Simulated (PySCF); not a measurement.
## `C=C[C@@H]1C=C(F)[C@@H]1Cl`, C₆H₆ClF

Molfile (atoms numbered from 1):
```
C6H6ClF
     RDKit          3D

 14 14  0  0  0  0  0  0  0  0999 V2000
    2.1629   -1.0521    0.1832 C   0  0  0  0  0  0  0  0  0  0  0  0
    0.8785   -0.8121    0.3692 C   0  0  0  0  0  0  0  0  0  0  0  0
    0.2034    0.4501   -0.0474 C   0  0  2  0  0  0  0  0  0  0  0  0
   -0.7900    1.0159    0.9528 C   0  0  0  0  0  0  0  0  0  0  0  0
   -1.8229    0.8162    0.1447 C   0  0  0  0  0  0  0  0  0  0  0  0
   -3.1298    1.0485    0.2317 F   0  0  0  0  0  0  0  0  0  0  0  0
   -1.0307    0.2806   -1.0037 C   0  0  2  0  0  0  0  0  0  0  0  0
   -1.4040   -1.3780   -1.5196 Cl  0  0  0  0  0  0  0  0  0  0  0  0
    2.8127   -0.3370   -0.2948 H   0  0  0  0  0  0  0  0  0  0  0  0
    2.6169   -1.9755    0.4974 H   0  0  0  0  0  0  0  0  0  0  0  0
    0.2405   -1.5403    0.8494 H   0  0  0  0  0  0  0  0  0  0  0  0
    0.9328    1.1707   -0.4229 H   0  0  0  0  0  0  0  0  0  0  0  0
   -0.6606    1.4141    1.9392 H   0  0  0  0  0  0  0  0  0  0  0  0
   -1.0104    0.8986   -1.9014 H   0  0  0  0  0  0  0  0  0  0  0  0
  1  2  2  0
  2  3  1  0
  3  4  1  0
  4  5  2  0
  5  6  1  0
  5  7  1  0
  7  8  1  0
  7  3  1  0
  1  9  1  0
  1 10  1  0
  2 11  1  0
  3 12  1  6
  4 13  1  0
  7 14  1  6
M  END
```

The calculation used PySCF 2.14.0, TDDFT PBE0/def2-SVPD circular dichroism and optical rotation, one conformer, gas phase. Geometry: GFN2-xTB.

The molecule is flexible and this is one conformer; a measurement averages over conformers. States above about 7.7 eV (minus the energy of the highest occupied orbital) lie near or above the ionisation threshold and depend on the basis. Singlets 8 and 9 lie within 0.01 eV of each other, so their separate moments and overlaps can depend on how they mix.

**Question.** Draw the ECD and absorption spectra from the lowest 12 states, each a Gaussian of half-width 0.2 eV at 1/e height.

**Answer.** 
| E (eV) | λ (nm) | Δε (L mol⁻¹ cm⁻¹) | ε (L mol⁻¹ cm⁻¹) |
| --- | --- | --- | --- |
| 5.61 | 221 | 0.00 | 8.1 |
| 5.71 | 217 | -0.01 | 76.8 |
| 5.81 | 213 | -0.07 | 442 |
| 5.91 | 210 | -0.25 | 1540 |
| 6.01 | 206 | -0.53 | 3270 |
| 6.11 | 203 | -0.75 | 4250 |
| 6.21 | 200 | -1.02 | 3610 |
| 6.31 | 196 | -2.31 | 2850 |
| 6.41 | 193 | -5.95 | 3570 |
| 6.51 | 190 | -12.14 | 4880 |
| 6.61 | 188 | -18.12 | 5300 |
| 6.71 | 185 | -16.09 | 5290 |
| 6.81 | 182 | -0.27 | 5940 |
| 6.91 | 179 | +19.01 | 6590 |
| 7.01 | 177 | +28.15 | 6390 |
| 7.11 | 174 | +40.84 | 7040 |
| 7.21 | 172 | +80.01 | 10300 |
| 7.31 | 170 | +121.33 | 14400 |
| 7.41 | 167 | +109.03 | 17600 |
| 7.51 | 165 | +43.25 | 20400 |
| 7.61 | 163 | -22.64 | 21500 |

Δε uses R in velocity form, ε uses f in length form. Only the states computed contribute, so the short-wavelength end is incomplete.

The sign of the CD band at 203 nm isn't settled: the length form gives the opposite one.
